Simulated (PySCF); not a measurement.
In2O, SMILES [In][O][In] (connectivity only; charge and spin as stated), neutral, multiplicity 1.

Geometry optimised at B3LYP-D3(BJ)/def2-TZVP. The def2 effective core potentials stand for the cores of In; spin–orbit coupling is left out.

Level of theory: B3LYP-D3(BJ)/def2-TZVP run with PySCF.

Frequencies are harmonic and unscaled.

Modes within 1.5 cm⁻¹ of each other (mostly degenerate sets) share a row, with their intensities summed.

```csv
mode,ν (cm⁻¹),IR (km/mol),moving atoms (share of kinetic energy)
1–2,57,12.9,O 93 %
3,204,0.0,In 100 %
4,734,702.1,O 93 %
```
